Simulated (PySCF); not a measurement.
Compound: C₆H₁₄PSi (charge +1).
Numbering: `[CH2:1]=[CH:2][C@@H:3]1[C@H:4]([SiH3:5])[CH2:6][P@H+:7]1[CH3:8]` (hydrogens: H9, H10 on C1; H11 on C2; H12 on C3; H13 on C4; H14, H15, H16 on Si5; H17, H18 on C6; H19 on P7; H20, H21, H22 on C8)

The same species was optimised twice, with GFN2-xTB and with PBE0-D3(BJ)/def2-SVP (PySCF), and the same property calculations (PySCF, gas phase) were run on both structures.

```csv
coordinate,GFN2-xTB,PBE0-D3(BJ)/def2-SVP,change
P7–C8 (Å),1.808,1.793,-0.015
C1=C2 (Å),1.321,1.334,+0.013
C4–Si5 (Å),1.928,1.916,-0.012
C3–C4 (Å),1.564,1.575,+0.011
C4–C6 (Å),1.555,1.562,+0.007
C2–C3 (Å),1.490,1.488,-0.002
C3–P7 (Å),1.835,1.836,+0.001
C6–P7 (Å),1.815,1.815,0.000
C2–C3–C4 (°),119.3,121.5,+2.2
C2–C3–P7 (°),118.2,120.2,+2.0
C4–C3–P7 (°),88.3,86.4,-1.9
C4–C6–P7 (°),89.3,87.5,-1.8
C6–P7–C8 (°),120.9,122.7,+1.8
Si5–C4–C6 (°),112.1,113.4,+1.3
C3–P7–C6 (°),80.0,81.1,+1.1
C3–C4–C6 (°),97.5,98.4,+0.9
C1–C2–C3–C4 (°),-122,-129,-7
```

Rotational constants: A = 1647, B = 1165, C = 767.4 MHz (GFN2-xTB) against A = 1572, B = 1189, C = 764.5 MHz (PBE0-D3(BJ)/def2-SVP). Point groups within 0.08 Å: C1 and C1.

On the GFN2-xTB structure: HOMO (eV) -11.55 [PBE0/pcSseg-1]; LUMO (eV) -4.67 [PBE0/pcSseg-1]; GIAO shielding of C1 (ppm) 49.1 [PBE0/pcSseg-1]; GIAO shielding of C2 (ppm) 53.0 [PBE0/pcSseg-1]; GIAO shielding of C3 (ppm) 136.1 [PBE0/pcSseg-1]; GIAO shielding of C4 (ppm) 161.6 [PBE0/pcSseg-1]; GIAO shielding of Si5 (ppm) 417.3 [PBE0/pcSseg-1]; GIAO shielding of C6 (ppm) 163.7 [PBE0/pcSseg-1]; GIAO shielding of P7 (ppm) 311.2 [PBE0/pcSseg-1]; GIAO shielding of C8 (ppm) 177.6 [PBE0/pcSseg-1].

**Question.** What do these properties become on the PBE0-D3(BJ)/def2-SVP structure?

**Answer.** 
```csv
property,level,on GFN2-xTB,on PBE0-D3(BJ)/def2-SVP,change
HOMO (eV),PBE0/pcSseg-1,-11.55,-11.52,+0.03
LUMO (eV),PBE0/pcSseg-1,-4.67,-4.62,+0.05
"energy, GFN2-xTB geometry as zero (kcal/mol)",PBE0/pcSseg-1,0.0,-2.1,-2.1
GIAO shielding of C1 (ppm),PBE0/pcSseg-1,49.1,44.0,-5.1
GIAO shielding of C2 (ppm),PBE0/pcSseg-1,53.0,52.0,-1.0
GIAO shielding of C3 (ppm),PBE0/pcSseg-1,136.1,136.2,+0.1
GIAO shielding of C4 (ppm),PBE0/pcSseg-1,161.6,159.5,-2.1
GIAO shielding of Si5 (ppm),PBE0/pcSseg-1,417.3,416.0,-1.3
GIAO shielding of C6 (ppm),PBE0/pcSseg-1,163.7,162.7,-1.0
GIAO shielding of P7 (ppm),PBE0/pcSseg-1,311.2,303.6,-7.6
GIAO shielding of C8 (ppm),PBE0/pcSseg-1,177.6,176.8,-0.8
```

The heavy atoms differ by 0.080 Å rms after alignment. Among bonds between heavy atoms P7–C8 changes most (-0.015 Å). Changes are differences of the printed values. Neither structure is proved a minimum here. Geometry: PBE0-D3(BJ)/def2-SVP, one conformer, isolated ion.

The values belong to the conformer `[CH2:1]=[CH:2][C@@H:3]1[C@H:4]([SiH3:5])[CH2:6][P@H+:7]1[CH3:8]`: C1–C2–C3–C4 -129°.
